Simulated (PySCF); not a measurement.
Ionisation energy of Cs(18+) by level of theory

Cs(18+) [Kr] 4d1 [4d3/2^1, M_J = 3/2] → Cs(19+) [Kr], as a difference of total energies. Calculation: PySCF 2.14, in an even-tempered Gaussian basis (18 s from 1 bohr⁻², ratio 2.8; 14 p from 1.4 bohr⁻², ratio 2.8; 9 d from 1.4 bohr⁻², ratio 2.8; 4 f from 4.7 bohr⁻², ratio 3); the two-component X2C-1e Hamiltonian. Correlated levels: [Ar] 3d10 frozen; the 94 highest virtual spinors dropped. "Screened" scales the spin-orbit matrix elements by Boettger's factors to mimic the two-electron term; Breit and QED terms are absent.

```csv
method,ionisation energy (eV)
GHF (screened spin-orbit),475.92
GMP2 (screened spin-orbit),476.39
```

**Question.** How much does correlation contribute at GMP2 (screened spin-orbit)?

**Answer.** 476.39 − (475.92) = 0.47 eV, measured against GHF (screened spin-orbit).

Breit and QED terms and the two-electron picture change are absent.

For comparison: 476 ± 3 eV (theoretical estimate listed by NIST; NIST Atomic Spectra Database, ionization energies).
